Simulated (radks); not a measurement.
Values are calculated unless marked as measured or tabulated.
Ionisation of the bromine ion Br2+, [Ar] 3d10 4s2 4p3, to [Ar] 3d10 4s2 4p2 as the strength of local exchange is varied. Level of theory: scalar-relativistic Kohn-Sham, Slater X-alpha exchange (alpha = 2/3 is LDA exchange), no correlation, spin-unpolarised, spherical densities, point nucleus (a radial shooting solver on a logarithmic mesh with Libxc functionals).

alpha  E(Br2+) (hartree)  exchange (hartree)  IE (eV)  -e of the level emptied (eV)  <r> of it (bohr)
0.58         -2587.70795           -73.57188   31.504                   25.799 (4p)             1.892
0.667        -2598.77817           -84.94915   32.801                   27.036 (4p)             1.862
0.736        -2607.58971           -94.03564   33.849                   28.038 (4p)             1.840
0.821        -2618.48304          -105.30585   35.162                   29.297 (4p)             1.813
0.901        -2628.77442          -115.99040   36.420                   30.506 (4p)             1.788

NIST Atomic Spectra Database: 34.87 eV (measured). The Delta-SCF value meets it near alpha = 0.80. Spin polarisation and multiplet splitting are left out, so open shells lie too high by an amount that depends on their filling.

Beside tabulated values, note that spin-unpolarised runs miss the spin-polarisation part of the exchange energy of open shells.
